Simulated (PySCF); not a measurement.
Gas-phase reaction: 2 GeF2 + CF4 ⇌ 2 GeF4 + C

Computed with PySCF (xtb for GFN2) and rigid-rotor harmonic-oscillator thermochemistry at 1 bar. † marks an energy on the PBE0/def2-TZVP geometry and frequencies; other levels use their own. Open shells (unrestricted): C (multiplicity 3, electronic degeneracy 9); the rest are closed-shell singlets. GFN2 has no spin-polarisation term. Spin-orbit splitting is ignored; it lowers the true energy and changes the entropy of C. B3LYP is the form with VWN-RPA correlation. Ge: all electrons, no relativistic terms. The harmonic model lacks anharmonicity and excited electronic states, which grow with temperature; levels with a mode under 35 cm⁻¹ are left out.

```csv
level,"ΔE electronic, kJ","ΔH°(298 K), kJ","ΔS°(298 K), J/K","ΔG°(2000 K), kJ"
B3LYP/def2-TZVP†,374,366,-39,397
BLYP/def2-TZVP†,413,405,-39,436
GFN2-xTB,979,970,-19,958
PBE/def2-SVP,497,488,-36,513
PBE/def2-TZVP†,431,423,-39,454
PBE0/def2-TZVP,370,362,-39,393
r2SCAN/def2-TZVP†,327,319,-39,350
```
ΔH° is lowest at r2SCAN/def2-TZVP† and highest at GFN2-xTB. No reference value is set beside these.
